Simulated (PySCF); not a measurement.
Species: C₅H₇N₂ (doublet state).
Atom-mapped SMILES: `[CH2:1][n:2]1[cH:3][c:4]([CH3:5])[cH:6][n:7]1` (hydrogens: H8, H9 on C1; H10 on C3; H11, H12, H13 on C5; H14 on C6)

Cartesian coordinates in Å at the GFN2-xTB level; atoms count from 1:
```xyz
14
C5H7N2 angstrom
C      2.6652    0.1443   -0.2865
N      1.3847   -0.1123   -0.0181
C      0.2868    0.5866   -0.4480
C     -0.8237   -0.0362    0.0717
C     -2.2549    0.3332   -0.0843
C     -0.2943   -1.1185    0.8153
N      1.0216   -1.1516    0.7520
H      3.4091   -0.5032    0.1290
H      2.9148    0.9832   -0.9036
H      0.3848    1.4489   -1.0752
H     -2.6209    0.8222    0.8194
H     -2.3847    1.0158   -0.9209
H     -2.8608   -0.5555   -0.2523
H     -0.8282   -1.8575    1.3794
```

The hyperfine couplings belong to this conformer and change with its torsions.

Theory: PySCF, UKS B3LYP, pcH-1 on C H N, non-relativistic, mean-field spin-orbit, GIAO. Isolated species at its GFN2-xTB geometry, gas phase. Couplings are sensitive to structure, and on GFN2-xTB geometries they can be far from those on DFT ones. Stability of the SCF solution: not tested.

Problem. Give the principal g shifts and their parts.

Solution. 
| Δg (ppm) | 1 | 2 | 3 |
| --- | --- | --- | --- |
| relativistic mass correction | -153 | -153 | -153 |
| gauge correction | 1 | 43 | 27 |
| orbital Zeeman/spin–orbit | -7 | 235 | 888 |
| total | -159 | 126 | 763 |

So g = 2.00216, 2.00245, 2.00308 and g_iso = 2.00256; the tensor is rhombic: the two nearest values differ by 31 % of g3 − g1. Axes: g2 points within 7° of the C6–N7 bond and g3 points within 15° of the C4–C6 bond.

Problem. Average each term over the three axes. Which is largest in size?

Solution. The orbital-Zeeman/spin–orbit term 372, the mass correction -153 and the gauge correction 24 ppm, for a total of 243 ppm. The orbital-Zeeman/spin–orbit term is the largest in size. The mass correction is the same along every axis, so the anisotropy comes from the other two: their spans along these axes are 42 (gauge) and 896 ppm (orbital Zeeman/spin–orbit).

Problem. At 9.382 GHz, how far is the centre of the isotropic spectrum from where a free electron (g = 2.002319) resonates?

Solution. B = hν/(g μB) with μB/h = 13.99624 MHz/mT gives 334.77 mT for the free electron and 334.73 mT at g_iso, 0.04 mT lower.

Problem. In a frozen sample, at which fields do the three g values resonate at 9.5, 34, 94 and 263 GHz (hyperfine left aside), and which band first spreads them over more than twice a line width of 1.0 mT?

Solution. 
```json
{"band": "X", "GHz": "9.5", "B(g3) mT": "338.85", "B(g2) mT": "338.96", "B(g1) mT": "339.01", "spread mT": "0.16"}
{"band": "Q", "GHz": "34.0", "B(g3) mT": "1212.74", "B(g2) mT": "1213.13", "B(g1) mT": "1213.30", "spread mT": "0.56"}
{"band": "W", "GHz": "94.0", "B(g3) mT": "3352.88", "B(g2) mT": "3353.94", "B(g1) mT": "3354.42", "spread mT": "1.55"}
{"band": "J", "GHz": "263.0", "B(g3) mT": "9380.92", "B(g2) mT": "9383.90", "B(g1) mT": "9385.24", "spread mT": "4.32"}
```

The spread grows in proportion to the frequency. J band is the first where it exceeds 2.0 mT.

Largest spin populations (Mulliken): C1 (+0.85), C6 (+0.13) and C3 (+0.07). No atom but C1 exceeds +0.15. The angles at C1 add up to 360.0°, so it is planar; its axial dipolar tensor and the negative couplings of its protons fit spin in a p orbital normal to that plane.

The HOMO–LUMO gaps are 5.31 eV among the α and 4.75 eV among the β orbitals.
